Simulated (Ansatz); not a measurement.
Relaxation of BFGaH$_{3}$ (6 atoms, charge 0, multiplicity 1), to a largest force component of 0.015 eV/Å in at most 40 steps.

These are results of RKS PBE0-D4/def2-TZVP in Ansatz, not measurements.

```xyz
6
Properties=species:S:1:pos:R:3
B -0.434 0.257 -0.457
Ga 0.484 -0.320 0.665
F 0.875 -1.567 0.149
H -1.562 0.196 -0.245
H -0.124 0.904 -1.433
H 0.804 0.466 1.276
```

**Question.** Where does it end, and by what steps?

**Answer.** It converged. After 10 steps the energy has fallen by 12.359 eV; H6 moved furthest, 0.85 Å. The start is strongly strained (largest force component 25 eV/Å).

| step | energy less start (eV) | largest force component (eV/Å) | accepted |
| --- | --- | --- | --- |
| 0 | 0.0000 | 24.632 | yes |
| 1 | -7.8891 | 9.349 | yes |
| 2 | -10.9407 | 3.559 | yes |
| 3 | -11.9699 | 0.886 | yes |
| 4 | -12.2830 | 0.387 | yes |
| 5 | -12.3409 | 0.348 | yes |
| 6 | -12.3472 | 0.173 | yes |
| 7 | -12.3478 | 0.428 | yes |
| 8 | -12.3589 | 0.102 | yes |
| 9 | -12.3593 | 0.038 | yes |
| 10 | -12.3595 | 0.003 | yes |

```xyz
6
Properties=species:S:1:pos:R:3
B -0.741 0.443 -0.733
Ga 0.623 -0.248 0.677
F 1.155 -1.909 0.371
H -1.919 0.312 -0.582
H -0.380 0.991 -1.733
H 1.304 0.348 1.954
```

Whether the end is a true minimum wasn't checked by a vibrational analysis.

Run time: 30 s on 2 threads of Arm Neoverse V1 (shared host), peak memory 0.24 GiB.
